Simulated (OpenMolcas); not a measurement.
Predicting a hybrid from its neighbours: BCl2F

BCl2F: 4 atoms, total charge 0, spin state singlet. As SMILES, `FB(Cl)Cl`. The coordinates come from a PBE0-D4/def2-TZVP relaxation.

The vertical energy of the triplet above the singlet y, in eV, basis 6-311+G(d,p); a is the functional's share of exact exchange. Programs: OpenMolcas 26.06.

```
functional     program     a  y (eV)
      TPSS  OpenMolcas     0    6.25
      BLYP  OpenMolcas     0    6.19
     B3LYP  OpenMolcas   0.2       ?
      PBE0  OpenMolcas  0.25    6.58
     BHLYP  OpenMolcas   0.5    6.94
```

Task: Fit y = c + s·a to the known rows and predict B3LYP.

Result: 
1. Means of the 4 rows: a = 0.1875, y = 6.490.
2. Σ(Δa)² = 0.17188, Σ(Δa·Δy) = 0.2475, so the slope is 0.2475/0.17188 = 1.44.
3. Intercept: 6.490 − (1.44) × 0.1875 = 6.220. The largest residual of the fit is 0.030.
4. B3LYP: 6.220 + (1.44) × 0.2 = 6.51 eV.

The run gave 6.52 eV, so the prediction is off by -0.01 eV, within the largest residual. The rows mix families of semi-local functionals, which the line can't see.
